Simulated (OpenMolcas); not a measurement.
## Tm3+: CASPT2 settings compared

- Program: OpenMolcas 26.06
- Basis: ANO-RCC-VTZP [8s7p5d3f2g1h]
- Scalar Hamiltonian: DKH4, point nucleus
- Active space: 12 electrons in 7 orbitals (4f)
- State averaging: 2S+1 = 3 even, 21 roots; 2S+1 = 1 even, 27 roots kept (CI in the orbitals of an earlier block)
- Spin-orbit coupling: state interaction with AMFI integrals over the reference wave functions, term energies averaged over their components

Methods on the same reference wave functions:
A. CASSCF
B. SS-CASPT2, IPEA 0.15 Eh, imaginary shift 0.15 Eh (closed shells correlated: none)
C. SS-CASPT2, IPEA 0.75 Eh, imaginary shift 0.1 Eh (closed shells correlated: none)
D. SS-CASPT2, IPEA 0.3 Eh, imaginary shift 0.15 Eh (closed shells correlated: 5s 5p)

Energies in cm⁻¹ above 4f¹² ³H₆, the measured ground level; measured values from the list in Tchang-Brillet, Wyart, Meftah and Ait Mammar, Atoms 6, 52 (2018).

```csv
Level,A,B,C,D,Measured
4f¹² ³H₆,0.0,0.0,0.0,0.0,0.0
4f¹² ³F₄ [53 %],6813,6070,6220,5770,
4f¹² ³H₅,8303,8310,8320,8320,8217
4f¹² ³H₄ [59 %],13300,12900,12980,12770,12547
4f¹² ³F₃,16322,15090,15350,14570,14410
4f¹² ³F₂,17691,16250,16490,15600,15090
4f¹² ¹G₄ [58 %],21942,21720,21730,21700,21174
4f¹² ¹I₆,41488,39830,39700,38630,35329
4f¹² ³P₁,45724,41700,41930,39820,
4f¹² ³P₂ [64 %],46429,42910,43080,41250,38532
4f¹² ³P₀,47064,43040,43270,41160,
```

Deviations, from unrounded energies. A percentage is the sum of absolute deviations over the sum of measured energies, with the sign that they share, or ± where signs differ.

```csv
Against measurement,Levels,A,B,C,D
mean absolute deviation (cm-1),7,2900,1700,1800,1100
fine structure of the ground term (%),2,+4.0,+2.2,+2.6,+1.6
other terms of the ground configuration (%),5,+15.5,+9.0,+9.5,+5.8
```

D lies closest to measurement on these levels and A furthest from it. The largest miss of D in the table is 4f¹² ¹I₆, by +3300 cm-1. The ranking rests on the paired levels alone, and a cruder setting can come out closer through cancelling errors.

Among B to D the level of the table that moves most is 4f¹² ³P₁, by 2100 cm-1 (lowest in D, highest in C). Moves below CASPT2's spread within the term are not significant.

The mean deviations of B to D differ by less than CASPT2's widest spread within a term (1400 cm-1), so their order carries little weight.

From A to B the spin-free energies of the other terms of 4f¹² shown, above ³H, scale by factors of 0.84 to 0.98.

The lowest spin-free term lies below A's lowest term by 0.530 hartree in B, 0.522 hartree in C, 1.041 hartree in D.

Term energies are means over components that CASPT2 splits; among the terms shown or strongly mixed into the levels shown the widest spread is 1400 cm-1 (4f¹² ¹I, D). Terms from blocks run as CI alone lack orbitals of their own. Without dynamic correlation excited terms often stand tens of per cent too high (terms of higher spin than the ground term too low), and those without a measured partner can miss by more than the paired ones (holds for A). The CASPT2 spread within a term exceeds the gap to the next term for 4f¹² ¹I and 4f¹² ³P, so the order of their levels is uncertain (holds for B; D). Measured partners are found by configuration, term and J. A level has none where our copy of the source lacks it or the pairing is in doubt (some pairs that miss far off the trend of their configuration count as doubtful), and it then counts in no deviation. Levels of configurations outside the active space are missing. The table leaves out levels that lie high or whose names do not pair safely across all columns.

A share in square brackets marks a mixed level and gives the weight of the term that names it, the lowest over the columns.
